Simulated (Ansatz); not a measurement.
Relaxation of C$_{2}$H$_{6}$FInO (11 atoms, charge 0, multiplicity 1), to a largest force component of 0.015 eV/Å in at most 40 steps.

Level of theory: RKS B3LYP-D4/def2-SVP (Ansatz 0.2.0).

```xyz
11
Properties=species:S:1:pos:R:3
C -0.579 -0.404 -1.192
C 0.647 0.164 -0.577
F 0.654 1.548 -0.677
In 1.381 -0.133 1.748
O -0.499 0.362 2.277
H -1.506 0.083 -0.677
H -0.629 -1.462 -1.114
H -0.631 -0.057 -2.283
H 1.538 -0.243 -1.056
H 0.856 -0.942 1.597
H -1.168 1.028 1.975
```

**Question.** Where does it end, and by what steps?

**Answer.** The forces met the threshold. After 24 steps the energy has fallen by 15.254 eV; H10 moved furthest, 1.22 Å. The start is strongly strained (largest force component 44 eV/Å).

```tsv
step	energy less start (eV)	largest force component (eV/Å)	accepted
0	0.0000	44.044	yes
1	-9.6190	11.958	yes
2	-11.0200	6.692	yes
3	-12.0675	3.553	yes
4	-13.0444	1.604	yes
5	-13.9117	1.491	yes
6	-14.5578	1.063	yes
7	-14.9545	0.722	yes
8	-15.1518	0.187	yes
9	-15.1865	0.424	yes
10	-15.2119	0.730	yes
11	-15.2069	0.295	no
12	-15.2384	0.225	yes
13	-15.2406	0.292	yes
14	-15.2452	0.088	yes
15	-15.2463	0.042	yes
16	-15.2483	0.107	yes
17	-15.2497	0.103	yes
18	-15.2509	0.126	yes
19	-15.2521	0.138	yes
20	-15.2529	0.111	yes
21	-15.2535	0.088	yes
22	-15.2540	0.083	yes
23	-15.2541	0.024	yes
24	-15.2543	0.003	yes
```

```xyz
11
Properties=species:S:1:pos:R:3
C -0.511 -0.480 -1.515
C 0.432 0.268 -0.594
F 0.037 1.610 -0.515
In 0.495 -0.467 1.500
O -0.150 0.942 2.791
H -1.542 -0.494 -1.128
H -0.178 -1.523 -1.640
H -0.534 -0.007 -2.513
H 1.456 0.256 -1.007
H 0.943 -1.924 2.311
H -0.383 1.762 2.332
```

The run took 110 s on 2 threads of Arm Neoverse V1 (shared host), peak memory 0.28 GiB.
